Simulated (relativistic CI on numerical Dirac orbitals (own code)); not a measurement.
# Sc IV: what numerical and physical settings do to a radial Dirac CI calculation

Reference input:

```
atom Sc  Z=21  charge=3  electrons=18
nucleus A=45  rms_radius_fm=3.5459
hamiltonian dirac-coulomb  breit=on  qed=on  c_scale=1
orbitals kli  potential=per-configuration
slater_scale 1
correlation none
mixing on
grid step=0.0125 r_max=37.3
scf mixing=0.4 start=green max_iterations=150 tolerance=2e-08 node_fill=0.05
configurations
  [Ne] 3s2 3p6
  [Ne] 3s2 3p5 3d
  [Ne] 3s2 3p4 3d2
  [Ne] 3s 3p6 3d
  [Ne] 3s2 3p5 4s
end
```

Computed lowest total energy -761.59981 Ha, first excitation 262796.7 cm⁻¹, 52 SCF steps. Runs with settings changed; * marks those that are bad on purpose:

| Changed | Outcome | Lowest level | ΔE (Ha) | First excitation (cm⁻¹) | SCF steps | Message |
| --- | --- | --- | --- | --- | --- | --- |
| nuclear radius 3.9005 fm | converged | 3s²3p⁶ ¹S0 | 0.000274 | 262796.8 | 52 |  |
| iteration limit 30 | converged | 3s²3p⁶ ¹S0 | 0 | 262796.7 | 52 |  |
| Breit term off, Slater scale 1.2 | converged | 3s²3p⁶ ¹S0 | -0.27 | 267590.1 | 52 |  |
| nuclear radius 35.459 fm * | converged | 3s²3p⁶ ¹S0 | 0.131 | 262805.7 | 52 |  |
| end of the grid at 5.59 bohr * | not converged |  |  |  | 10 | orbital 3s not found |

With so few configurations and no correlation, terms lie too far apart (by 10 to 50 % near neutrality), their order can be wrong, and levels of other configurations are missing.
